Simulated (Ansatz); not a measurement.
Reaction (formal exchange of groups at the Si–Si bond): `CC[SiH2][SiH3]` + `CC#N` → `N#CC[SiH3]` + `CC[SiH3]`

Computed with Ansatz on PBE0-D4/def2-TZVP structures; ΔE is electronic, products minus reactants. CCSD(T)/CBS adds triple-zeta CCSD(T) − MP2 to the extrapolated MP2 energy (def2 sets, frozen cores). This one scheme is used for every species. Functionals use def2-TZVPP. One conformer a species, not always the lowest.

Problem. Is it downhill or uphill in electronic energy at CCSD(T)/CBS, and by how much? (An estimate is asked.)

Solution. The calculation gave: Uphill: ΔE = +7.8 kJ/mol.

Problem. What do these levels give: LDA (SPW92), r2SCAN-D4, ωB97X-V, PBE, SCS-MP2/def2-TZVPP, MP2/CBS(def2)? (Best estimate.)

Solution. Ansatz gave: LDA (SPW92) 17.4, r2SCAN-D4 12.7, ωB97X-V 9.0, PBE 18.6, SCS-MP2/def2-TZVPP -0.3, MP2/CBS(def2) 1.3 kJ/mol.

Largest T1 diagnostic among the species: 0.013.

From BLYP to BHLYP (50 % exact exchange), in def2-TZVPP and without D4, ΔE moves by −5.5 kJ/mol. Leaving LDA and LC-ωPBE aside and taking each functional with its dispersion term where it has one, the values, not all of them listed here, spread over 16.5 kJ/mol, from ωB97M-V to PBE-D4.
